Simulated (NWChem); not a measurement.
System: Si₄H₉, doublet; SMILES [SiH3][Si]([SiH3])[SiH3]

The following NWChem deck was run.

```
start job
memory heap 200 mb stack 900 mb global 1100 mb
geometry units angstroms noautoz
  Si     0.454453     2.240217     0.077780
  Si     0.000000     0.000000    -0.394971
  Si     1.712858    -1.513676     0.077780
  Si    -2.167311    -0.726541     0.077780
  H      1.772791     2.620598    -0.516826
  H      0.510321     2.494006     1.553356
  H     -0.615875     3.103754    -0.509620
  H      2.995867    -1.018514    -0.509620
  H      1.383109    -2.845581    -0.516826
  H      1.904712    -1.688954     1.553356
  H     -2.415033    -0.805052     1.553356
  H     -2.379992    -2.085240    -0.509620
  H     -3.155900     0.224983    -0.516826
end
basis spherical
  * library 6-31g*
end
dft
  odft
  mult 2
  xc pbe0
  iterations 150
end
task dft gradient
```

Output (shortened):

```
             Northwest Computational Chemistry Package (NWChem) 7.3.0
             --------------------------------------------------------

 C3  symmetry detected

                             Geometry "geometry" -> ""
                             -------------------------

 Output coordinates in angstroms (scale by  1.889725989 to convert to a.u.)

  No.       Tag          Charge          X              Y              Z
 ---- ---------------- ---------- -------------- -------------- --------------
    1 Si                  14.0000    -0.62608228     2.19843573     0.08827391
    2 Si                  14.0000    -0.00000000     0.00000000    -0.38447709
    3 Si                  14.0000     2.21694233    -0.55701471     0.08827391
    4 Si                  14.0000    -1.59086006    -1.64142102     0.08827391
    5 H                    1.0000     0.36990632     3.14221120    -0.50633209
    6 H                    1.0000    -0.69311603     2.44950679     1.56384991
    7 H                    1.0000    -1.97356092     2.47338772    -0.49912609
    8 H                    1.0000     3.12879706     0.47246003    -0.49912609
    9 H                    1.0000     2.53628156    -1.89145387    -0.50633209
   10 H                    1.0000     2.46789312    -0.62449731     1.56384991
   11 H                    1.0000    -1.77477709    -1.82500948     1.56384991
   12 H                    1.0000    -1.15523614    -2.94584775    -0.49912609
   13 H                    1.0000    -2.90618788    -1.25075733    -0.50633209

 Effective nuclear repulsion energy (a.u.)     311.4011393454

      Symmetry information
      --------------------

 Group name             C3
 Group number              5
 Group order               3
 No. of unique centers     5

                                 NWChem DFT Module
                                 -----------------

 Summary of "ao basis" -> "ao basis" (spherical)
 ------------------------------------------------------------------------------
       Tag                 Description            Shells   Functions and Types
 ---------------- ------------------------------  ------  ---------------------
 Si                          6-31g*                  8       18   4s3p1d
 H                           6-31g*                  2        2   2s

      Symmetry analysis of basis
      --------------------------

        a          32
        e+         29
        e-         29

  Rotation of axis

            General Information
            -------------------
          SCF calculation type: DFT
          Wavefunction type:  spin polarized.
          No. of atoms     :    13
          No. of electrons :    65
           Alpha electrons :    33
            Beta electrons :    32
          Charge           :     0
          Spin multiplicity:     2
          Use of symmetry is: on ; symmetry adaption is: on
          Maximum number of iterations: 150
          AO basis - number of functions:    90
                     number of shells:    50
          Convergence on energy requested:  1.00D-06
          Convergence on density requested:  1.00D-05
          Convergence on gradient requested:  5.00D-04

              XC Information
              --------------
                         PBE0 Method XC Functional
                     Hartree-Fock (Exact) Exchange  0.250
          PerdewBurkeErnzerhof Exchange Functional  0.750
            Perdew 1991 LDA Correlation Functional  1.000 local
           PerdewBurkeErnz. Correlation Functional  1.000 non-local

             Grid Information
             ----------------
          Grid used for XC integration:  medium
          Radial quadrature: Mura-Knowles
          Angular quadrature: Lebedev.
          Tag              B.-S. Rad. Rad. Pts. Rad. Cut. Ang. Pts.
          ---              ---------- --------- --------- ---------
          Si                  1.10       88          12.0       590
          H                   0.35       45          13.0       434
          Grid pruning is: on
          Number of quadrature shells:   311
          Spatial weights used:  Erf1

      Superposition of Atomic Density Guess
      -------------------------------------

 Sum of atomic energies:       -1159.75332294

      Non-variational initial energy
      ------------------------------

 Total energy =   -1160.933452
 1-e energy   =   -2227.590414
 2-e energy   =     755.255824
 HOMO         =      -0.139404
 LUMO         =       0.045227

   Symmetry analysis of molecular orbitals - initial alpha
   -------------------------------------------------------

  Numbering of irreducible representations:

     1 a           2 e+          3 e-

  Orbital symmetries:

     1 a           2 e+          3 e+          4 a           5 a
     6 e+          7 e+          8 a           9 e+         10 e+
    11 e+         12 e+         13 a          14 a          15 e+
    16 e+         17 a          18 e+         19 e+         20 a
    21 a          22 e+         23 e+         24 a          25 a
    26 e+         27 e+         28 e+         29 e+         30 a
    31 e+         32 e+         33 a          34 a          35 e+
    36 e+         37 e+         38 e+         39 a          40 e+
    41 e+         42 a          43 a

   Symmetry analysis of molecular orbitals - initial beta
   ------------------------------------------------------

  Numbering of irreducible representations:

     1 a           2 e+          3 e-

  Orbital symmetries:

     1 a           2 e+          3 e+          4 a           5 a
     6 e+          7 e+          8 a           9 e+         10 e+
    11 e+         12 e+         13 a          14 a          15 e+
    16 e+         17 a          18 e+         19 e+         20 a
    21 a          22 e+         23 e+         24 a          25 a
    26 e+         27 e+         28 e+         29 e+         30 a
    31 e+         32 e+         33 a          34 a          35 e+
    36 e+         37 e+         38 e+         39 a          40 e+
    41 e+         42 a          43 a

   convergence    iter        energy       DeltaE   RMS-Dens  Diis-err
 ---------------- ----- ----------------- --------- --------- ---------
 d= 0,ls=0.0,diis     1  -1162.7251792712 -1.47D+03  4.25D-03  4.94D-02
                                                     3.41D-03  4.79D-02
 d= 0,ls=0.0,diis     2  -1162.7575384440 -3.24D-02  1.85D-03  5.39D-03
                                                     1.65D-03  5.17D-03
 d= 0,ls=0.0,diis     3  -1162.7613562776 -3.82D-03  7.41D-04  1.79D-03
                                                     5.43D-04  1.57D-03
 d= 0,ls=0.0,diis     4  -1162.7628588854 -1.50D-03  8.35D-05  2.28D-05
                                                     1.27D-04  4.48D-05
 d= 0,ls=0.0,diis     5  -1162.7628923936 -3.35D-05  6.68D-05  7.55D-06
                                                     2.77D-05  2.61D-06
  Resetting Diis
 d= 0,ls=0.0,diis     6  -1162.7628988270 -6.43D-06  1.15D-05  9.69D-08
                                                     1.65D-05  3.47D-07
 d= 0,ls=0.0,diis     7  -1162.7628992250 -3.98D-07  1.18D-05  7.74D-08
                                                     4.72D-06  3.49D-08
 d= 0,ls=0.0,diis     8  -1162.7628992750 -5.00D-08  4.11D-06  2.35D-08
                                                     3.22D-06  3.49D-08

         Total DFT energy =    -1162.762899274991
      One electron energy =    -2231.362710198428
           Coulomb energy =      843.684541536561
    Exchange-Corr. energy =      -86.485869958566
 Nuclear repulsion energy =      311.401139345441

 Numeric. integr. density =       65.000013283237

                  Occupations of the irreducible representations
                  ----------------------------------------------

                     irrep           alpha         beta
                     --------     --------     --------
                     a                13.0         12.0
                     e+               20.0         20.0
                     e-                0.0          0.0

                    DFT Final Alpha Molecular Orbital Analysis
                    ------------------------------------------

 Vector   31  Occ=1.000000D+00  E=-2.999258D-01  Symmetry=e+
              MO Center= -3.9D-01, -2.1D-01, -1.6D-01, r^2= 5.1D+00
   Bfn.  Coefficient  Atom+Function         Bfn.  Coefficient  Atom+Function
  ----- ------------  ---------------      ----- ------------  ---------------
    26      0.335074   2 Si py               62     -0.260487   4 Si py
    25      0.240123   2 Si px               61     -0.239097   4 Si px
     8     -0.227771   1 Si py               43     -0.141885   3 Si px
    22     -0.131499   2 Si py               74     -0.130125   5 H  s
    30      0.121733   2 Si py               88      0.116984  12 H  s

 Vector   32  Occ=1.000000D+00  E=-2.999258D-01  Symmetry=e+
              MO Center=  3.9D-01,  2.1D-01, -1.6D-01, r^2= 5.1D+00
   Bfn.  Coefficient  Atom+Function         Bfn.  Coefficient  Atom+Function
  ----- ------------  ---------------      ----- ------------  ---------------
    25      0.335074   2 Si px               43     -0.316613   3 Si px
     8      0.257986   1 Si py               26     -0.240123   2 Si py
    78      0.134171   7 H  s                21     -0.131499   2 Si px
    82     -0.128698   9 H  s                39      0.126809   3 Si px
    29      0.121733   2 Si px                7     -0.115520   1 Si px

 Vector   33  Occ=1.000000D+00  E=-2.213993D-01  Symmetry=a
              MO Center= -6.1D-15, -6.4D-15, -3.6D-01, r^2= 3.7D+00
   Bfn.  Coefficient  Atom+Function         Bfn.  Coefficient  Atom+Function
  ----- ------------  ---------------      ----- ------------  ---------------
    27      0.556544   2 Si pz               31      0.449802   2 Si pz
    23     -0.207188   2 Si pz               28     -0.172327   2 Si s
    76     -0.152678   6 H  s                84     -0.152678  10 H  s
    86     -0.152678  11 H  s                24     -0.118243   2 Si s
    75     -0.085244   6 H  s                83     -0.085244  10 H  s

 Vector   34  Occ=0.000000D+00  E=-3.626814D-03  Symmetry=a
              MO Center= -3.6D-15, -6.2D-15,  5.5D-03, r^2= 9.1D+00
   Bfn.  Coefficient  Atom+Function         Bfn.  Coefficient  Atom+Function
  ----- ------------  ---------------      ----- ------------  ---------------
    28      2.327560   2 Si s                47      0.743833   3 Si px
    12      0.737285   1 Si py               10     -0.690433   1 Si s
    46     -0.690433   3 Si s                64     -0.690433   4 Si s
    66     -0.551071   4 Si py               65     -0.533182   4 Si px
    31      0.496657   2 Si pz               24      0.273690   2 Si s

 Vector   35  Occ=0.000000D+00  E= 4.119898D-04  Symmetry=e+
              MO Center= -3.5D-01,  4.3D-02, -3.3D-02, r^2= 7.1D+00
   Bfn.  Coefficient  Atom+Function         Bfn.  Coefficient  Atom+Function
  ----- ------------  ---------------      ----- ------------  ---------------
    29      0.846122   2 Si px               46     -0.721306   3 Si s
    88     -0.509885  12 H  s                74     -0.496896   5 H  s
    47      0.486930   3 Si px               11      0.472408   1 Si px
    65      0.474530   4 Si px               10      0.399936   1 Si s
    90      0.357697  13 H  s                49      0.351489   3 Si pz

 Vector   36  Occ=0.000000D+00  E= 4.119898D-04  Symmetry=e+
              MO Center=  3.5D-01, -4.3D-02, -3.3D-02, r^2= 7.1D+00
   Bfn.  Coefficient  Atom+Function         Bfn.  Coefficient  Atom+Function
  ----- ------------  ---------------      ----- ------------  ---------------
    30      0.846122   2 Si py               64      0.647349   4 Si s
    10     -0.601989   1 Si s                82      0.493399   9 H  s
    12      0.483504   1 Si py               66      0.481382   4 Si py
    80     -0.474391   8 H  s                48      0.468981   3 Si py
    78      0.408755   7 H  s                90     -0.367250  13 H  s

                     DFT Final Beta Molecular Orbital Analysis
                     -----------------------------------------

 Vector   30  Occ=1.000000D+00  E=-3.595026D-01  Symmetry=a
              MO Center=  3.0D-13,  1.2D-14, -3.2D-01, r^2= 9.5D+00
   Bfn.  Coefficient  Atom+Function         Bfn.  Coefficient  Atom+Function
  ----- ------------  ---------------      ----- ------------  ---------------
    44     -0.235571   3 Si py                7      0.233594   1 Si px
    61     -0.174427   4 Si px               62      0.169025   4 Si py
    74      0.159473   5 H  s                78     -0.159981   7 H  s
    80     -0.159981   8 H  s                82      0.159473   9 H  s
    88     -0.159981  12 H  s                90      0.159473  13 H  s

 Vector   31  Occ=1.000000D+00  E=-2.944673D-01  Symmetry=e+
              MO Center=  3.4D-01, -3.6D-01, -1.4D-01, r^2= 5.0D+00
   Bfn.  Coefficient  Atom+Function         Bfn.  Coefficient  Atom+Function
  ----- ------------  ---------------      ----- ------------  ---------------
    25      0.404210   2 Si px               43     -0.348433   3 Si px
    61     -0.213440   4 Si px               62     -0.164203   4 Si py
    21     -0.159082   2 Si px               39      0.138139   3 Si px
    90      0.130903  13 H  s                47     -0.122918   3 Si px
    80     -0.123413   8 H  s                29      0.116345   2 Si px

 Vector   32  Occ=1.000000D+00  E=-2.944673D-01  Symmetry=e+
              MO Center= -3.4D-01,  3.6D-01, -1.4D-01, r^2= 5.0D+00
   Bfn.  Coefficient  Atom+Function         Bfn.  Coefficient  Atom+Function
  ----- ------------  ---------------      ----- ------------  ---------------
    26      0.404210   2 Si py                8     -0.348976   1 Si py
    62     -0.212354   4 Si py               22     -0.159082   2 Si py
    61     -0.149429   4 Si px                4      0.138351   1 Si py
    88      0.130363  12 H  s                12     -0.123130   1 Si py
    74     -0.121507   5 H  s                30      0.116345   2 Si py

 Vector   33  Occ=0.000000D+00  E=-1.045886D-01  Symmetry=a
              MO Center= -2.2D-14, -2.2D-14, -3.9D-01, r^2= 3.9D+00
   Bfn.  Coefficient  Atom+Function         Bfn.  Coefficient  Atom+Function
  ----- ------------  ---------------      ----- ------------  ---------------
    27      0.461263   2 Si pz               31      0.455487   2 Si pz
    76     -0.196789   6 H  s                84     -0.196789  10 H  s
    86     -0.196789  11 H  s                23     -0.183200   2 Si pz
    28     -0.167708   2 Si s                24     -0.151780   2 Si s
    74      0.083147   5 H  s                82      0.083147   9 H  s

[...]

                         DFT ENERGY GRADIENTS

    atom               coordinates                        gradient
                 x          y          z           x          y          z
   1 Si     -1.183124   4.154441   0.166813    0.000009  -0.000060  -0.000056
   2 Si     -0.000000   0.000000  -0.726556    0.000000   0.000000  -0.000367
   3 Si      4.189414  -1.052605   0.166813   -0.000056   0.000022  -0.000056
   4 Si     -3.006290  -3.101836   0.166813    0.000047   0.000038  -0.000056
   5 H       0.699022   5.937918  -0.956829    0.001382   0.000791  -0.000840
   6 H      -1.309799   4.628897   2.955248    0.000058  -0.000153   0.001850
   7 H      -3.729489   4.674025  -0.943212   -0.001601  -0.000057  -0.000832
   8 H       5.912569   0.892820  -0.943212    0.000751   0.001415  -0.000832
   9 H       4.792877  -3.574330  -0.956829   -0.000006  -0.001592  -0.000840
  10 H       4.663642  -1.180129   2.955248   -0.000161   0.000026   0.001850
  11 H      -3.353842  -3.448768   2.955248    0.000103   0.000127   0.001850
  12 H      -2.183080  -5.566845  -0.943212    0.000850  -0.001358  -0.000832
  13 H      -5.491899  -2.363589  -0.956829   -0.001375   0.000801  -0.000840
```

Level: PBE0/6-31G* (spherical d), spin-unrestricted. In the optimisation the excess spin sits in a (C3, its own frame). Coordinates come from a PBE0/def2-SVP, spin-unrestricted optimisation. Not confirmed as a minimum by frequencies. No stability test was run on the SCF state.
